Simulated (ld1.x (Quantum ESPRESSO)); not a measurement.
## molybdenum, TM: configuration errors across variants

molybdenum (Mo), norm-conserving Troullier–Martins (Kleinman–Bylander form), made with ld1.x (Quantum ESPRESSO) 7.5 (PBE, scalar-relativistic). Core [Ar] 3d10, reference 4s2 4p6 4d5 5s1 5p0. Waves: 4s (bound): rc 1.10 bohr; 4d (bound): rc 2.10 bohr; 4p (bound): rc 1.25 bohr. Local part: the p channel. Core correction: none.

Occupied shells without a wave of their own: 5s. They enter only through the test configuration that unscreens the potential.

All-electron excitation energies from the reference (eV): (1) 4s2 4p6 4d5 5s0 5p0 6.890; (2) 4s2 4p6 4d4 5s0 5p0 22.352; (3) 4s2 4p6 4d3 5s0 5p0 49.096; (4) 4s2 4p6 4d5 5s0 5p1 3.140; (5) 4s2 4p6 4d6 5s0 5p0 0.763; (6) 4s2 4p6 4d4 5s1 5p1 3.740; (7) 4s2 4p6 4d5 5s0.5 5p0 2.727.

On the changes marked as counting shells twice: ld1.x takes every shell without a wave as core, so the model core holds the marked electrons as well and exchange and correlation see them twice. This cancels in the reference configuration, but the file is broken for other ones, and its errors say nothing about a proper core correction.

1 further variants failed, have other tests or too few solved ones, and are left out.

A true bound ghost makes a file unfit for plane-wave use even where its test errors are small: the radial tests pick states by their node count and pass the ghost by.

Errors AE − PS in meV (a dash: test not solved or not reliable):

| change | (1) | (2) | (3) | (4) | (5) | (6) | (7) | bound ghosts |
| --- | --- | --- | --- | --- | --- | --- | --- | --- |
| base | -19 | -28 | -32 | -6.0 | -13 | +16 | -8.3 | none |
| wave 4p (bound): rc 1.25 bohr becomes 4p (bound): rc 0.86 bohr | -79 | -118 | -157 | -35 | -50 | +47 | -35 | s |
| wave 4d (bound): rc 2.10 bohr becomes 4d (bound): rc 2.40 bohr | -18 | -30 | -26 | -5.8 | -12 | +18 | -8.1 | none |
| all radii scaled by about 0.80 (s 0.88, p 1.00, d 1.66 bohr) | -49 | -73 | -97 | -28 | -32 | +19 | -21 | none |
| core correction a·sin(br)/r model core inside 0.56 bohr (5s counted twice) | -107 | -249 | -398 | -23 | -19 | -0.9 | -30 | none |
| local potential the d channel | +50 | +68 | +89 | +31 | +33 | -14 | +22 | none |

(1) Give the same row for: wave 4s (bound): rc 1.10 bohr becomes 4s (bound): rc 0.82 bohr.

Results:

(1) -67, -102, -139, -45, -43, +17, -29; bound ghosts: none.
